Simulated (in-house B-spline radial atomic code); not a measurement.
Configurations of Sc+, with energies counted from [Ar] 3d1 4s1. All numbers are computed (non-relativistic TPSSh, spin-polarised, spherical fractional occupations, exact exchange averaged over the configuration; point nucleus) with an all-electron radial atomic-structure program (B-spline basis), not measured. Shells without spins written out take the highest spin.

Occupations are held fixed; configurations that lie above the ionisation limit could autoionise.

| configuration | E - E(ref) (eV) | highest orbital | its <r> (bohr) |
| --- | --- | --- | --- |
| [Ar] 3d2 | 0.41752 | 3d up | 1.91 |
| [Ar] 3d1 5s1 | 6.7923 | 5s up | 7.135 |
| [Ar] 4s1 5s1 | 10.062 | 5s up | 6.779 |
| [Ar] 4s1 4f1 | 12.72 | 4f up | 8.341 |
| [Ne] 3s2 3p5 3d1 4s2 | 33.247 | 4s down | 3.189 |

(1) Order these further configurations by energy, lowest first.
A. [Ne] 3s2 3p5 3d1 4s1 5s1
B. [Ar] 4s1 5p1
C. [Ar] 4s2
D. [Ne] 3s2 3p5 3d1 4s1 5f1
E. [Ar] 4s1 4d1

## Answers

(1) C (2.2648 eV), E (10.321 eV), B (11.191 eV), A (40.894 eV), D (44.785 eV).
